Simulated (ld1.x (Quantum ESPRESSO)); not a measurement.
Building the RRKJ potential for thallium (Tl) (LDA (PZ), scalar-relativistic).

```json
{
 "Element": "thallium (Tl)",
 "Generator": "ld1.x (Quantum ESPRESSO) 7.5",
 "Type": "norm-conserving RRKJ (Kleinman–Bylander form)",
 "Functional": "LDA (PZ)",
 "Relativity": "scalar-relativistic",
 "Frozen core": "[Xe] 4f14 5d10",
 "Valence charge": "3",
 "Reference configuration": "6s2 6p0 (charge +1)",
 "Partial waves": "6p (bound, empty): rc 2.05 bohr; 6s (bound): rc 1.90 bohr",
 "Local potential": "the s channel",
 "Core correction": "Bessel-smoothed model core inside 1.70 bohr",
 "rho0": "0.02"
}
```

Poles of the logarithmic derivatives, all-electron (AE) and pseudo (PS). s: poles at 1.8 (AE) and 1.5 (PS) Ry. p: poles at 4.1 (AE) and 3.2 (PS) Ry. Test radius 2.25 bohr.

- Cutoffs needed: 21 Ry and 45 Ry (the cutoffs (Ry, on a coarse ladder) from which the occupation-weighted sum of valence levels, in a spherical-Bessel basis at the reference potential, stays within 10 and 1 mRy of its value at 400 Ry)
- Ghost test: ghost state, extra bound levels that the all-electron valence spectrum of the same l lacks: d at -3.4 eV; a true bound ghost makes a file unfit for plane-wave use (spherical-Bessel basis up to 400 Ry, 20 bohr box)
- Largest excitation error: -215 meV (all-electron minus pseudo) for 6s1 6p0, out of 7 test configurations
